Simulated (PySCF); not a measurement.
**Working out the ionisation energy of Br⁺**

Br⁺ [Ar] 3d10 4s2 4p4 (3P) → Br²⁺ [Ar] 3d10 4s2 4p3 (4S). Computed with PySCF 2.14 in x2c-SVPall, with the spin-free X2C one-electron Hamiltonian (Gaussian nucleus). Frozen: [Ar] 3d10. Energies in hartree (1 hartree = 27.21139 eV):

| part | Br⁺ (lower) | Br²⁺ (upper) |
| --- | --- | --- |
| UHF | -2603.561511 | -2602.815354 |
| CCSD correlation | -0.093225 | -0.076651 |
| (T) | -0.001121 | -0.000766 |

**Question.** What does Hartree-Fock give?

**Answer.** (-2602.815354) − (-2603.561511) = 0.746157 hartree = 20.304 eV.

**Question.** What do CCSD and CCSD(T) give?

**Answer.** The CCSD correlation energies differ by 0.016574 hartree = 0.451 eV and the triples by 0.000355 hartree = 0.010 eV, so CCSD gives 20.755 eV and CCSD(T) 20.765 eV.

Measured between the centres of the two terms (NIST): 21.409 eV, so CCSD(T) (valence) is off by -0.644 eV.

A double-zeta basis recovers only part of the correlation energy.

What remains against the reference includes basis incompleteness, the frozen core and higher excitations.
